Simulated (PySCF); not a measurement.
Compound: C3H11FSi2.
Z-matrix (Å and degrees, PBE0-D3(BJ)/def2-SVP geometry), rows numbered from 1:
```
C 
C   1  1.5252
Si  2  1.8809  1  115.05
C   3  1.9056  2  109.44  1   171.72
F   4  1.4044  3  107.08  2   -59.60
Si  4  1.9000  3  116.28  2    61.87
H   1  1.1013  2  111.58  3  -178.31
H   1  1.1018  2  111.71  3    61.66
H   1  1.1016  2  111.57  3   -58.31
H   2  1.1040  1  110.65  3  -122.98
H   2  1.1043  1  110.92  3   120.09
H   3  1.4982  2  112.07  1   -67.94
H   3  1.4962  2  110.02  1    53.21
H   4  1.1069  3  108.89  2  -176.24
H   6  1.4927  4  110.37  3   -59.37
H   6  1.4928  4  110.06  3  -179.66
H   6  1.4954  4  108.54  3    60.39
```

The computed photoelectron lines, unassigned: C 1s: 290.22 (area 1), 290.75 (area 1), 291.86 (area 1) eV; F 1s: 691.99 eV; Si 1s: 1846.19 (area 1), 1846.58 (area 1) eV; Si 2p3/2: 106.44 (area 1), 106.86 (area 1) eV.

Computed, not measured: delta-SCF UKS SCAN, pcX-2 on the ionised atom, pcseg-1 elsewhere, spin-free X2C in PySCF 2.14.0. Geometry: PBE0-D3(BJ)/def2-SVP, one conformer, isolated molecule.

Question: Which carbon gives which C 1s line?

Answer: 290.22 eV: C2 (sp3 carbon bound to silicon); 290.75 eV: C1 (methyl carbon); 291.86 eV: C4 (sp3 C–F carbon). The listed C 1s values span 1.64 eV, from C2 (bonded to C, 2 H and Si) to C4 (bonded to F, H and 2 Si). The widest gap between neighbouring values is 1.11 eV, between 290.75 and 291.86 eV. Summing the Pauling electronegativity differences to the bonded atoms, each weighted by its formal bond order, gives -1.35 for the lowest site and -0.22 for the highest; no listed site has a larger sum than the highest.

Question: Assign the Si 1s lines to atoms.

Answer: 1846.19 eV: Si3 (SiH2 silicon); 1846.58 eV: Si6 (SiH3 silicon). Lowest listed Si 1s: Si3, bonded to 2 C and 2 H. Highest, 0.39 eV above it: Si6, bonded to C and 3 H.

Question: Order the silicon atoms by Si 2p3/2 binding energy.

Answer: 106.44 eV: Si3 (SiH2 silicon); 106.86 eV: Si6 (SiH3 silicon). Lowest listed Si 2p3/2: Si3, bonded to 2 C and 2 H. Highest, 0.42 eV above it: Si6, bonded to C and 3 H. Summing the Pauling electronegativity differences to the bonded atoms, each weighted by its formal bond order, gives +1.90 for the lowest site and +1.55 for the highest; the largest sum, +1.90, belongs to Si3, 0.42 eV below the top. The smallest sum, +1.55, belongs to Si6, 0.42 eV above the lowest.

Bonded neighbours of each site: C1: C and 3 H; C2: C, 2 H and Si; Si3: 2 C and 2 H; C4: F, H and 2 Si; F5: C; Si6: C and 3 H.

Question: Which photon energy gives electrons from F 1s of F5 a kinetic energy of 150 eV, and what is their de Broglie wavelength?

Answer: hν = 691.99 + 150 = 841.99 eV, recoil neglected; λ = 12.264 Å/√(E/eV) = 1.00 Å.

Spin–orbit and ligand-field terms were added within each 2p shell after the spin-free SCF. 2p1/2 minus 2p3/2 (ligand field included): Si 0.62 eV.
